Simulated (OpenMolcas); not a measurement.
**Pd2+: effect of the metal basis**

Pd2+ with its 8 nearest fluoride ions at 2.373 Å, on the Sr site of SrF2 (a = 5.796 Å, distance in the model lattice 2.510 Å). The rest of the host is ab initio model potentials to 7.6 Å and point charges beyond; the distance is set by hand and nothing relaxes.

| Property | Result |
| --- | --- |
| Program | OpenMolcas 26.06 |
| Method | CASSCF |
| Spin-orbit coupling | RASSI with atomic mean-field integrals over the reference wave functions |

Fixed: ligand basis ANO-RCC-VDZP, active space 8 electrons in 5 orbitals (4d), DKH2 Hamiltonian.

States (labels of O, the rotations of Oh). Energies in cm-1 above the lowest state or level, χT in cm3 K/mol; under a threefold ground state the first gap can be a small split of the lowest multiplet, not the spin-orbit step; 10Dq and B are least-squares fits to the states below 45000 cm-1, weighted by degeneracy, with a free offset, and given where the rms deviation is under 5 % of |10Dq| (or 100 cm-1) and under 700 cm-1; 10Dq is negative for this site.

```tsv
Run	Metal basis	Ground state	First state of that spin	10Dq	B (rms of fit)	First gap with spin-orbit (degeneracies)	χT at 300 K	First state of another spin	Cost
A	ANO-RCC-VDZP	3T1	3T2 4601	-5405	900 (35)	773.2 (1, 3)	1.746	1T2 12888	roughly 21 core-seconds
B	ANO-RCC-VTZP	3T1	3T2 4460	-5259	916 (32)	746.4 (1, 3)	1.805	1T2 13089	roughly 30 core-seconds
```

Against A, |10Dq| changes by -2.7 % in B.

Costs are those of the RASSCF and RASSI steps.

An orbital triplet at a regular site is open to Jahn-Teller coupling, which can distort the site and quench the lowest spin-orbit gaps and is left out. Without dynamic correlation the repulsion within the d shell is too large (B by tens of per cent), so at a given field states of lower spin stand too high. Real 4d8 and 5d8 ions are as a rule square planar and diamagnetic. With metal d orbitals alone the field can be off either way by tens of per cent. Ligand-to-metal charge-transfer states are missing. With no ligand orbital active B as a rule stays too high, so bands that hang on it stand too high and its fall with covalency is understated. No measured value stands beside these numbers; the geometry was set by hand and not optimised.
